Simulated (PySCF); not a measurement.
**HfH⁺ at MN15**

Level: MN15. basis Hf def2-TZVPPD with ECP60, H def2-TZVPPD; scalar-relativistic core potentials; PySCF 2.14.

For HfH⁺, the state is ³Δ (triplet), unpaired electrons σ ↑, δ ↑. The bond length is 178.3 pm and the harmonic wavenumber is 1877 cm⁻¹. The force constant is 2.08 mdyn/Å. The rotational constant Be is 5.293 cm⁻¹. The anharmonicity ωexe is 23.7 cm⁻¹, the vibration–rotation constant αe is 0.106 cm⁻¹ and the bond order (Mayer) is 0.91. The dipole moment (positive dipole points towards H; it is taken about the centre of mass and depends on that origin) is -2.45 D.

De is left out where the level can put another filling of the metal’s s and d shells below the measured ground configuration, by anything from nothing to about 1 eV. These are scalar-relativistic numbers at best; spin–orbit coupling would shift them, the dissociation energy most. With d or f electrons several states lie close, and the lowest PBE0 determinant need not be the measured ground state.
